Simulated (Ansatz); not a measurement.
Be₄Se₃⁺, relaxed as a doublet with UKS B3LYP-D4/def2-SVP in Ansatz, starting from the GFN2-xTB geometry. Force threshold 0.02 eV/Å.

Another isomer (doublet) lies 1.80 eV lower at PBE0-D4/def2-TZVP; other spin states weren't run for this one.

Start:

```xyz
7

Be   -1.484    0.307    1.510
Be    2.226   -0.277   -0.869
Be    2.090    0.004    1.171
Be   -1.279   -0.132   -1.703
Se    0.372    0.271    2.235
Se    0.651   -0.336   -2.161
Se   -2.576    0.163   -0.184
```

```csv
step,energy (eV),largest force component (eV/Å),SCF passes
1,-197628.3985,1.131,81
2,-197629.3224,0.700,45
3,-197629.7185,0.502,35
4,-197629.9272,0.333,37
5,-197630.0092,0.216,35
6,-197630.0215,0.197,35
7,-197630.0242,0.049,32
8,-197630.0253,0.054,32
9 (rejected),-197630.0249,0.051,35
10,-197630.0257,0.009,34
11,-197630.0258,0.010,33
```

Force components are those of the run's own axes.

End:

```xyz
7

Be   -1.045    0.257    1.396
Be    1.660   -0.238   -0.904
Be    1.532    0.042    1.131
Be   -0.861   -0.146   -1.531
Se    0.376    0.359    2.836
Se    0.728   -0.412   -2.760
Se   -2.390    0.137   -0.169
```

By distances, no bond broke or formed. The bond that changes most is Be4–Se7, from 2.02 to 2.07 Å (atoms count from 1).

The force fell under the threshold at step 10, but the optimiser went on. No frequencies were taken in this run, so the end may be a saddle point.

Run time 67 s (4 threads of Arm Neoverse V1 on a shared host), peak host memory 0.71 GiB.
